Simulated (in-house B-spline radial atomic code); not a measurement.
A fraction x of an electron is removed from 5p in the ytterbium ion Yb⁵⁺, starting from [Kr] 4d10 4f12 5s2 5p5 and keeping the highest spin. All numbers are computed (scalar-relativistic (X2C) PBEsol, spin-polarised, spherical fractional occupations; Fermi nucleus of rms radius 5.3108 fm) with a radial B-spline atomic code at the basis-set limit, not measured.

| x | E(x) - E(0) (eV) | 5p down level (eV) |
| --- | --- | --- |
| 0 | 0.0000 | -88.736 |
| 0.03 | 2.6691 | -89.202 |
| 0.18 | 16.2247 | -91.541 |
| 0.33 | 30.1317 | -93.886 |
| 0.45 | 41.5109 | -95.768 |
| 0.5 | 46.3189 | -96.553 |
| 0.62 | 58.0185 | -98.441 |
| 0.73 | 68.9423 | -100.174 |
| 0.83 | 79.0387 | -101.753 |
| 0.96 | 92.4001 | -103.808 |
| 1 | 96.5651 | -104.441 |

The exact functional would give a straight line between the two integer points. Deviations E(x) - E(0) - x[E(1) - E(0)], in eV: -0.228 at x = 0.03, -1.157 at x = 0.18, -1.735 at x = 0.33, -1.943 at x = 0.45, -1.964 at x = 0.5, -1.852 at x = 0.62, -1.55 at x = 0.73, -1.11 at x = 0.83, -0.302 at x = 0.96.

The curve lies below the straight line by up to 1.964 eV (at x = 0.5): convex, the delocalisation error that favours fractional charges.

How well does Slater's transition state (minus the level at half occupation) give the ionisation energy?

It gives 96.553 eV against 96.565 eV from the two total energies; NIST lists 99.00 eV, ground level to ground level.
